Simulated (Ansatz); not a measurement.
Basis-set extrapolation for C2H8OSi2 (`O=CC([SiH3])[SiH3]`) (PBE0-D4/def2-TZVP geometry, frozen core, Ansatz). Multiplicity 1, RHF reference.

|  | def2-TZVPP | def2-QZVPP |
| --- | --- | --- |
| HF | -733.194808 | -733.219883 |
| MP2 correlation | -0.815566 | -0.873105 |
| CCSD(T) correlation | -0.906037 | not run |

Energies in hartree. Use E(X) = E(∞) + A·exp(−7.88·√X) for Hartree–Fock and E(X) = E(∞) + B·X^(−2.97) for correlation, with X = 3 and 4, and add CCSD(T) minus MP2 of the smaller set to the MP2 limit.

Q: What is the CCSD(T) energy at the basis-set limit?

A: HF limit: -733.219883 + (-0.025075) × 0.13774 = -733.22334. MP2 limit: -0.873105 + (-0.057539) × 0.74074 = -0.91573. Higher-order term: -0.906037 − (-0.815566) = -0.09047. Total: -734.22954 hartree, 3.50 eV below CCSD(T)/def2-TZVPP.
